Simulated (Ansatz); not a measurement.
Relaxation of AlBrH$_{5}$N (8 atoms, charge 0, multiplicity 1), to a largest force component of 0.03 eV/Å in at most 50 steps.

Method: Ansatz, RKS PBE0/def2-SVP.

```xyz
8
Properties=species:S:1:pos:R:3:forces:R:3
Al -1.137 -1.300 -0.031 0.99 0.48 0.67
N 0.802 1.229 -0.267 -0.45 -0.59 0.04
H -0.743 -2.098 -1.335 0.00 0.01 0.00
H -2.504 -0.558 0.248 0.01 -0.01 0.00
H 1.237 0.789 0.544 0.06 0.10 -0.03
Br 0.328 -1.545 1.828 -0.61 -0.03 -0.65
H 1.509 1.320 -0.993 0.02 0.01 -0.01
H 0.508 2.163 0.006 -0.01 0.02 -0.01
```

Task: Where does it end, and by what steps?

Result: The run converged. After 8 steps the energy has fallen by 1.112 eV; Al1 moved furthest, 0.66 Å. Joined: Al1–N2 (3.20 → 2.07 Å).

```tsv
step	energy less start (eV)	largest force component (eV/Å)	accepted
0	0.0000	0.985	yes
1	-0.2691	0.586	yes
2	-0.5410	0.634	yes
3	-0.8590	0.819	yes
4	-0.9844	0.594	yes
5	-1.0769	0.979	yes
6	-1.0956	0.473	yes
7	-1.1119	0.066	yes
8	-1.1123	0.015	yes
```

```xyz
8
Properties=species:S:1:pos:R:3
Al -0.698 -0.802 -0.012
N 0.551 0.834 -0.186
H -0.360 -1.610 -1.343
H -2.116 -0.108 0.203
H 1.264 0.746 0.543
Br 0.264 -1.665 1.921
H 1.029 0.883 -1.087
H 0.065 1.720 -0.038
```

Whether the end is a true minimum wasn't checked by a vibrational analysis.

The run took 6.4 s on 2 threads of AMD EPYC 9R45 (Zen 5), on a shared host, peak memory 0.2 GiB.
